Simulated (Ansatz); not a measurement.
Reaction (ligand exchange at the Al–Se bond): `C/N=C\[Se][AlH2]` + `C=C(N)[SiH3]` → `C=C([SiH3])[NH][AlH2]` + `C/N=C/[SeH]`

Calculated with Ansatz (gas phase, PBE0-D4/def2-TZVP geometries, no zero-point term in ΔE). CBS: MP2 limit from def2 TZ/QZ plus the TZ coupled-cluster correction, frozen cores. Double bonds are as drawn, so ΔE can hold a change between cis and trans. Functionals use def2-TZVPP. For Se outer-core shells are correlated without core-valence functions, which leaves a few kJ/mol of doubt a bond. Scalar relativity is left out up to krypton. One conformer a species, not always the lowest.

**Question.** Is it downhill or uphill in electronic energy at CCSD(T)/CBS, and by how much? (Best estimate.)

**Answer.** The calculation gave: Uphill: ΔE = +23.1 kJ/mol.

**Question.** What do these levels give: PBE, CCSD(T)/def2-TZVPP, SCS-MP2/def2-QZVPP, HF/CBS(def2), MP2/CBS(def2), CCSD/CBS(def2)? (Estimate.)

**Answer.** The calculation gave: PBE 26.2, CCSD(T)/def2-TZVPP 17.1, SCS-MP2/def2-QZVPP 17.8, HF/CBS(def2) 15.2, MP2/CBS(def2) 25.2, CCSD/CBS(def2) 21.3 kJ/mol.

Largest T1 diagnostic among the species: 0.013.
